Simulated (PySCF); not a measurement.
## Bi²⁺: ionisation energy

Bi²⁺ [Xe] 4f14 5d10 6s2 6p1 (2P) → Bi³⁺ [Xe] 4f14 5d10 6s2 (1S), as a difference of total energies. Computed with PySCF 2.14 in ANO-RCC-VTZP, with scalar relativity by spin-free X2C-1e. Correlated levels: valence: [Xe] 4f14 5d10 frozen. The calculations carry no spin-orbit coupling.

| method | ionisation energy (eV) |
| --- | --- |
| UHF | 23.080 |
| MP2 (valence) | 23.284 |
| SCS-MP2 (valence) | 23.275 |
| CCSD (valence) | 23.333 |
| CCSD(T) (valence) | 23.342 |

Question: How much does correlation contribute at CCSD(T) (valence)?

Answer: 23.342 − (23.080) = 0.262 eV, measured against UHF.

A first-order spin-orbit estimate (lowest level to lowest level, LS coupling) adds 1.458 eV.

Errors of the correlated levels include the incompleteness of this basis and the frozen core.

Every method misses the reference by a wide margin, which points to the basis or the choice of state and not to the methods.

For comparison: 25.571 eV (measured; NIST Atomic Spectra Database, ionization energies).
